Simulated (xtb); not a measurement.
C4H7O2S (SMILES O=S1(=O)[CH]CCC1), doublet, from a rough starting geometry; GFN2-xTB (xtb 6.7.1).

Input for xtb:
```
$ xtb mol.xyz --gfn 2 --uhf 1 --opt vtight --json

# file mol.xyz
14

O      1.79806075     1.10706816     1.33953888
S      1.15802329     0.93563521     0.04206382
O      1.81033654     1.67493691    -1.04736410
C     -0.61405374     1.31308702     0.03917714
C     -1.33368493     0.06441730     0.07651920
C     -0.38251006    -1.05946174     0.37524780
C      0.91967107    -0.80519770    -0.37003169
H     -0.99702698     2.24286272    -0.17582331
H     -2.22606678     0.13161952     0.70258068
H     -1.72787378    -0.11393129    -0.97808812
H     -0.27685769    -1.06842276     1.45689941
H     -0.78460400    -2.02838280     0.12665678
H      0.82313554    -0.93397155    -1.38683489
H      1.75616178    -1.37844050     0.03143932
```

It wrote (shortened):

```
   ID    Z sym.   atoms
    1    8 O      1, 3
    2   16 S      2
    3    6 C      4-7
    4    1 H      8-14

           -------------------------------------------------
          |                Calculation Setup                |
           -------------------------------------------------

           -------------------------------------------------
          |                 G F N 2 - x T B                 |
           -------------------------------------------------

          ...................................................
          :                      SETUP                      :
          :.................................................:
          :  # basis functions                  41          :
          :  # atomic orbitals                  40          :
          :  # shells                           22          :
          :  # electrons                        41          :
          :  max. iterations                   250          :
          :  Hamiltonian                  GFN2-xTB          :
          :  restarted?                      false          :
          :  GBSA solvation                  false          :
          :  PC potential                    false          :
          :  electronic temp.          300.0000000     K    :
          :  accuracy                    1.0000000          :
          :  -> integral cutoff          0.2500000E+02      :
          :  -> integral neglect         0.1000000E-07      :
          :  -> SCF convergence          0.1000000E-05 Eh   :
          :  -> wf. convergence          0.1000000E-03 e    :
          :  Broyden damping             0.4000000          :
          :  net charge                          0          :
          :  unpaired electrons                  1          :
          ...................................................

 iter      E             dE          RMSdq      gap      omega  full diag
   1    -23.6009544 -0.236010E+02  0.566E+00    5.64       0.0  T
   2    -23.6415360 -0.405815E-01  0.344E+00    6.08       1.0  T
   3    -23.6432045 -0.166851E-02  0.137E+00    5.66       1.0  T
   4    -23.6455877 -0.238323E-02  0.411E-01    5.77       1.0  T
   5    -23.6457097 -0.122037E-03  0.196E-01    5.71       1.0  T
   6    -23.6457898 -0.800983E-04  0.882E-02    5.74       1.0  T
   7    -23.6458038 -0.139626E-04  0.425E-02    5.73       1.0  T
   8    -23.6458079 -0.408933E-05  0.133E-02    5.73       2.0  T
   9    -23.6458083 -0.376779E-06  0.451E-03    5.72       5.9  T
  10    -23.6458083 -0.148831E-07  0.138E-03    5.72      19.3  T
  11    -23.6458083 -0.150409E-08  0.426E-04    5.72      62.8  T
  12    -23.6458083 -0.172751E-09  0.185E-04    5.72     144.4  T

   *** convergence criteria satisfied after 12 iterations ***

         :::::::::::::::::::::::::::::::::::::::::::::::::::::
         ::                     SUMMARY                     ::
         :::::::::::::::::::::::::::::::::::::::::::::::::::::
         :: total energy             -23.405724813566 Eh    ::
         :: gradient norm              0.115245616818 Eh/a0 ::
         :: HOMO-LUMO gap              5.722974130901 eV    ::
         ::.................................................::
         :: SCC energy               -23.645790448128 Eh    ::
         :: -> isotropic ES            0.065788252492 Eh    ::
         :: -> anisotropic ES         -0.003163885572 Eh    ::
         :: -> anisotropic XC          0.005127791934 Eh    ::
         :: -> dispersion             -0.010867872315 Eh    ::
         :: repulsion energy           0.240065634562 Eh    ::
         :: add. restraining           0.000000000000 Eh    ::
         :: total charge               0.000000000000 e     ::
         :::::::::::::::::::::::::::::::::::::::::::::::::::::

      -----------------------------------------------------------
     |                   =====================                   |
     |                        A N C O P T                        |
     |                   =====================                   |
     |               Approximate Normal Coordinate               |
     |                Rational Function Optimizer                |
      -----------------------------------------------------------
      -----------------------------------------------------------
     |                   =====================                   |
     |                        A N C O P T                        |
     |                   =====================                   |
     |               Approximate Normal Coordinate               |
     |                Rational Function Optimizer                |
      -----------------------------------------------------------

          ...................................................
          :                      SETUP                      :
          :.................................................:
          :   optimization level         verytight          :
          :   max. optcycles                   280          :
          :   ANC micro-cycles                  20          :
          :   degrees of freedom                36          :
          :.................................................:
          :   RF solver                   davidson          :
          :   write xtbopt.log                true          :
          :   linear?                        false          :
          :   energy convergence         0.1000000E-06 Eh   :
          :   grad. convergence          0.2000000E-03 Eh/α :
          :   maxmium RF displ.          1.0000000          :
          :   Hlow (freq-cutoff)         0.1000000E-01      :
          :   Hmax (freq-cutoff)         5.0000000          :
          :   S6 in model hess.         20.0000000          :
          ...................................................

generating ANC from exact Hessian ...
Using Lindh-Hessian (1995)
 Shifting diagonal of input Hessian by    0.0000000000000000
[...]
 * total energy  :   -23.4151271 Eh     change       -0.9402320E-02 Eh
 * total energy  :   -23.4167910 Eh     change       -0.1663908E-02 Eh
 * total energy  :   -23.4169438 Eh     change       -0.1527594E-03 Eh
 * total energy  :   -23.4170092 Eh     change       -0.6544067E-04 Eh
 * total energy  :   -23.4170267 Eh     change       -0.1744042E-04 Eh
 * total energy  :   -23.4170336 Eh     change       -0.6888622E-05 Eh
 * total energy  :   -23.4170358 Eh     change       -0.2270190E-05 Eh
 * total energy  :   -23.4170385 Eh     change       -0.2700267E-05 Eh
 * total energy  :   -23.4170406 Eh     change       -0.2107748E-05 Eh
 * total energy  :   -23.4170418 Eh     change       -0.1200627E-05 Eh
 * total energy  :   -23.4170421 Eh     change       -0.2787227E-06 Eh
 * total energy  :   -23.4170422 Eh     change       -0.3611123E-07 Eh
   *** GEOMETRY OPTIMIZATION CONVERGED AFTER 13 ITERATIONS ***
         :: total energy             -23.417042164086 Eh    ::
[...]
         :: total charge              -0.000000000000 e     ::
         :::::::::::::::::::::::::::::::::::::::::::::::::::::

           -------------------------------------------------
          |                Property Printout                |
           -------------------------------------------------

    * Orbital Energies and Occupations

         #    Occupation            Energy/Eh            Energy/eV
      -------------------------------------------------------------
         1        2.0000           -0.7731900             -21.0396
       ...           ...                  ...                  ...
         9        2.0000           -0.5580091             -15.1842
        10        2.0000           -0.5275004             -14.3540
        11        2.0000           -0.5211900             -14.1823
        12        2.0000           -0.5154024             -14.0248
        13        2.0000           -0.5107493             -13.8982
        14        2.0000           -0.4952279             -13.4758
        15        2.0000           -0.4892804             -13.3140
        16        2.0000           -0.4743882             -12.9088
        17        2.0000           -0.4536133             -12.3434
        18        2.0000           -0.4380841             -11.9209
        19        2.0000           -0.4345594             -11.8250
        20        2.0000           -0.4152542             -11.2996
        21        1.0000           -0.3585470              -9.7566 (HOMO)
        22                         -0.1340218              -3.6469 (LUMO)
        23                         -0.0988881              -2.6909
        24                         -0.0790179              -2.1502
        25                         -0.0365983              -0.9959
        26                          0.0513861               1.3983
        27                          0.0632597               1.7214
        28                          0.1027590               2.7962
        29                          0.1179507               3.2096
        30                          0.1393265               3.7913
        31                          0.1481074               4.0302
        32                          0.1672685               4.5516
       ...                                ...                  ...
        40                          1.2197482              33.1910
      -------------------------------------------------------------
                  HL-Gap            0.2245252 Eh            6.1096 eV
             Fermi-level           -0.3165925 Eh           -8.6149 eV

     #   Z          covCN         q      C6AA      α(0)
     1   8 O        0.860    -0.533    24.535     6.641
     2  16 S        3.903     0.963   107.713    17.468
     3   8 O        0.860    -0.531    24.487     6.635
     4   6 C        2.891    -0.146    31.747     9.238
     5   6 C        3.899    -0.062    21.630     6.611
     6   6 C        3.961    -0.074    21.841     6.640
     7   6 C        3.802    -0.136    23.119     6.846
     8   1 H        0.927     0.082     1.963     2.191
     9   1 H        0.924     0.081     1.967     2.193
    10   1 H        0.923     0.081     1.968     2.194
    11   1 H        0.924     0.065     2.138     2.286
    12   1 H        0.924     0.063     2.169     2.303
    13   1 H        0.925     0.070     2.090     2.261
    14   1 H        0.925     0.078     1.998     2.210

 Mol. C6AA /au·bohr⁶  :       2485.275551
 Mol. C8AA /au·bohr⁸  :      66136.757282
 Mol. α(0) /au        :         75.716624

Wiberg/Mayer (AO) data.
largest (>0.10) Wiberg bond orders for each atom

 ---------------------------------------------------------------------------
     #   Z sym  total        # sym  WBO       # sym  WBO       # sym  WBO
 ---------------------------------------------------------------------------
     1   8 O    1.966 --     2 S    1.648     3 O    0.118
     2  16 S    4.952 --     3 O    1.649     1 O    1.648     4 C    0.851
                             7 C    0.759
     3   8 O    1.973 --     2 S    1.649     1 O    0.118     4 C    0.102
     4   6 C    3.323 --     5 C    1.119     8 H    0.966     2 S    0.851
                             3 O    0.102
     5   6 C    3.997 --     4 C    1.119     6 C    0.992     9 H    0.939
                            10 H    0.917
     6   6 C    3.992 --     7 C    1.022     5 C    0.992    11 H    0.975
                            12 H    0.972
     7   6 C    3.987 --     6 C    1.022    13 H    0.974    14 H    0.971
                             2 S    0.759
     8   1 H    0.993 --     4 C    0.966
     9   1 H    0.992 --     5 C    0.939
    10   1 H    0.990 --     5 C    0.917
    11   1 H    0.996 --     6 C    0.975
    12   1 H    0.996 --     6 C    0.972
    13   1 H    0.995 --     7 C    0.974
    14   1 H    0.994 --     7 C    0.971
 ---------------------------------------------------------------------------

Topologies differ in total number of bonds
Writing topology from bond orders to xtbtopo.mol

molecular dipole:
                 x           y           z       tot (Debye)
 q only:       -1.825      -1.395      -0.221
   full:       -1.939      -1.478      -0.305       6.245
molecular quadrupole (traceless):
                xx          xy          yy          xz          yz          zz
 q only:       -1.165      -8.902       1.915      -1.053       0.676      -0.750
  q+dip:       -1.477     -10.577       2.255      -0.708       1.009      -0.778
   full:       -1.333     -10.565       2.446      -0.937       1.038      -1.113

optimized geometry written to: xtbopt.xyz

           -------------------------------------------------
          | TOTAL ENERGY              -23.417042164086 Eh   |
          | GRADIENT NORM               0.000040401912 Eh/α |
          | HOMO-LUMO GAP               6.109641727135 eV   |
           -------------------------------------------------

normal termination of xtb
```
